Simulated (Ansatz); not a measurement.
Born–Oppenheimer molecular dynamics of a periodic cell of 24 atoms, CS₂ (contents 8 CS2, density as packed 1.15 g/cm³ with natural masses). It goes on from the last frame of an earlier run, with new velocities.

Method: Ansatz 0.2.0, DFT PBE-D3(BJ), scalar-relativistic, plane waves, PAW. Settings: accuracy low, cutoff 420 eV, k mesh 1x1x1, fermi-dirac smearing 0.05 eV, no spin polarisation.

```
ensemble        : NVT, Langevin thermostat
time step       : 1 fs
steps asked     : 200
set temperature : 350 K
friction        : 0.5 /fs
seed            : 1048
```

First frame:

```xyz
24
Lattice="9.5828 0.0000 0.0000 0.0000 9.5828 0.0000 0.0000 0.0000 9.5828" Properties=species:S:1:pos:R:3
S 0.551 9.141 8.634
C 1.406 8.201 7.723
S 2.121 7.015 6.924
S 4.088 4.572 4.057
C 4.473 4.631 2.500
S 4.811 4.838 0.997
S 8.355 9.322 5.202
C 7.080 8.425 5.415
S 5.789 7.558 5.434
S 7.034 4.719 7.310
C 6.972 3.481 8.273
S 7.114 2.197 9.180
S 8.870 5.670 0.402
C 10.070 4.730 0.449
S 11.263 3.915 0.946
S 3.183 8.290 1.774
C 4.684 8.622 1.456
S 6.166 8.930 1.131
S 7.266 2.985 3.144
C 8.147 4.198 3.608
S 8.972 5.371 4.140
S 1.458 3.222 7.157
C 2.844 2.579 6.890
S 4.235 1.888 6.796
```

**Question.** What does the run give?

**Answer.** The run went to its last step.

```yaml
steps_done: 200
time_covered: 200 fs
mean_temperature_over_the_second_half: 357 K
spread_of_the_potential_energy_over_the_second_half: 3.4 meV per atom
mean_potential_energy_of_the_second_half_above_the_start: -7.6 meV per atom
```

A run of 0.2 ps of so small a system gives no equilibrium averages. The friction is so strong that the motion is overdamped, so the time scale means little. Limits of this set-up: coarse k mesh, low accuracy level.

**Question.** What happens to the structure?

**Answer.** Mean squared displacements from the first frame to the last, about the centre of mass: S 0.02 Å², C 0.02 Å². This is one draw of velocities; another would differ in detail.

**Question.** How do temperature and energy run in time?

**Answer.** 
| time (fs) | T (K) | potential energy less start (eV) |
| --- | --- | --- |
| 0.0 | 335 | 0.000 |
| 10.0 | 351 | -0.129 |
| 20.0 | 444 | -0.045 |
| 30.0 | 348 | 0.066 |
| 40.0 | 308 | -0.221 |
| 50.0 | 339 | -0.250 |
| 60.0 | 331 | -0.269 |
| 70.0 | 423 | -0.278 |
| 80.0 | 308 | -0.087 |
| 90.0 | 432 | -0.329 |
| 100.0 | 279 | -0.204 |
| 110.0 | 454 | -0.281 |
| 120.0 | 284 | -0.166 |
| 130.0 | 311 | -0.254 |
| 140.0 | 417 | -0.258 |
| 150.0 | 422 | -0.265 |
| 160.0 | 475 | -0.244 |
| 170.0 | 363 | -0.066 |
| 180.0 | 358 | -0.058 |
| 190.0 | 432 | -0.156 |
| 200.0 | 405 | -0.317 |

Time of the run: 21 min on 1 thread of Arm Neoverse V1, on a shared host, peak memory 0.76 GiB.
